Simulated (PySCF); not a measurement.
CH6ClGeN. Atoms are numbered in the order given.

```xyz
10

C     -1.4813    -1.2882    -0.1104
Ge     0.0250    -0.1186    -0.4300
N      1.5694    -1.0683    -0.2846
Cl    -0.1009     1.4747     1.0712
H     -1.4948    -2.0957    -0.8566
H     -1.4041    -1.7281     0.8942
H     -2.4199    -0.7204    -0.1703
H      0.0364     0.5921    -1.7899
H      1.6787    -1.5765     0.5893
H      2.4198    -0.5401    -0.4615
```
Charge 0, spin multiplicity 1.

Geometry: PBE0-D3(BJ)/def2-SVP. The structure was generated by enumeration; whether it is a known compound was not checked. Other conformers were not sampled.

All values below come from TDA-PBE/def2-SVPD in PySCF.

Vertical excitations. 

Question: Give excitation energies, oscillator strengths and character. (An estimate is asked for; the answer gives what the named calculation found.)

Answer: 
```csv
state,energy (eV),λ (nm),f,main pairs
S1,6.13,202,0.042,HOMO→LUMO+1 87 %
S2,6.27,198,0.060,"HOMO→LUMO 66 %, HOMO→LUMO+2 18 %, HOMO→LUMO+1 11 %"
S3,6.60,188,0.034,"HOMO→LUMO+2 79 %, HOMO→LUMO 16 %"
S4,6.66,186,0.031,"HOMO−1→LUMO 65 %, HOMO−1→LUMO+1 33 %"
S5,6.82,182,0.012,"HOMO−1→LUMO+1 65 %, HOMO−1→LUMO 32 %"
S6,6.97,178,0.017,"HOMO→LUMO+3 49 %, HOMO−2→LUMO 36 %, HOMO−2→LUMO+1 14 %"
S7,7.01,177,0.050,"HOMO→LUMO+3 46 %, HOMO−2→LUMO 45 %"
S8,7.16,173,0.039,"HOMO−2→LUMO+1 62 %, HOMO−1→LUMO+2 20 %, HOMO−2→LUMO 11 %"
S9,7.27,171,0.043,"HOMO−1→LUMO+2 73 %, HOMO−2→LUMO+1 12 %"
S10,7.53,165,0.010,HOMO−2→LUMO+2 89 %
T1,5.58,222,0,HOMO→LUMO 99 %
T2,5.90,210,0,HOMO→LUMO+1 99 %
T3,6.27,198,0,HOMO−1→LUMO 96 %
T4,6.44,193,0,HOMO→LUMO+2 98 %
```
Triplets are in the Tamm–Dancoff approximation.
